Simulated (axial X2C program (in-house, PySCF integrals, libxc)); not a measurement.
## Which molecule has these constants?

Computed with an axial X2C code built on PySCF integrals, spin-free (one-electron X2C) or two-component (2c: spin–orbit coupling with atomic mean-field Coulomb and Gaunt terms, which also bring small scalar terms), in Dyall basis sets with cores contracted in-house; open shells are unrestricted.

A two-component CCSD(T) calculation in a Dyall 3-zeta basis gave Re = 2.521 Å, ωe = 443.5 cm⁻¹, De = 2.37 eV, Ω = 3/2.

Task: Which molecule is it?
A. TeH
B. NaTe
C. LiTe

Result: C. The others have NaTe 2.845 Å and 231.3 cm⁻¹ (Ω = 3/2); TeH 1.667 Å and 2109.6 cm⁻¹ (Ω = 3/2).

Frozen shells (counts by l): LiTe Te 4s3p2d, Li 1s, 7 electrons correlated; NaTe Te 4s3p2d, Na 2s1p, 7 electrons correlated; TeH Te 4s3p2d, H none, 7 electrons correlated. Coupled cluster in natural virtuals with an MP2 remainder. Where the outer core of a metal is frozen, bonds come out longer and ionisation energies lower.

Each entry is the lowest single determinant of a limited PBE0 search at one distance. De goes to single-determinant-based atoms at the same level (for ions the charge split of lowest energy) and is withheld (n/a) where an atom does not fit its ground term or J level. Main or longest-lived isotopes.
